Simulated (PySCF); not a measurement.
SMILES C=C[SiH](C)C=C (C5H10Si), GFN2-xTB optimised geometry. Atoms within 1.6 Å of the plane z = 0.0 Å (x, y, z in Å): Si1 (-1.01, -0.80, 0.00), C2 (-1.64, 1.00, 0.00), C3 (0.88, -0.80, 0.00), C4 (1.64, -1.55, -0.77), C5 (-1.63, -1.65, 1.57), H7 (-1.52, -1.51, -1.18), H8 (-1.26, 1.55, 0.86), H9 (-2.72, 1.03, 0.04), H10 (-1.32, 1.53, -0.89), H11 (1.37, -0.13, 0.70), H12 (2.72, -1.53, -0.74), H13 (1.21, -2.24, -1.49).

Calculation: PBE0/def2-TZVP (PySCF). Cells within 0.4 Å of a nucleus heavier than hydrogen are left out (blank, or x).

Map of the electron localisation function on the plane z = 0.0 Å:

```
|000000000000000000000000000|
|000000000000000000000000000|
|000000000000000000000000000|
|000000000000000000000000000|
|000000000000000000000000000|
|000000000000000000000000000|
|000000000100000000000000000|
|000012212321000000000000000|
|000488744553100000000000000|
|001899985564200000000000000|
|00299999xx44200001000000000|
|00299999xx56200134300000000|
|000699877998212467510000000|
|000023358963356688510000000|
|000000024053198257300000000|
|0000000111xx097xx5201230000|
|0000000120x6198x57436884000|
|000000013300376798668996000|
|000000002331133687668984000|
|000000000110001466545651000|
|000000000000000234321100000|
|000000000000000011100000000|
|000000000000000000000000000|
|000000000000000000000000000|
|000000000000000000000000000|
|000000000000000000000000000|
|000000000000000000000000000|
```
Scale: ten equal steps from 0.000 (start of '0') to 0.999 (end of '9'), in the order '0123456789'; x runs from -5.00 to 5.00, y from -5.00 (bottom) to 5.00 (top).
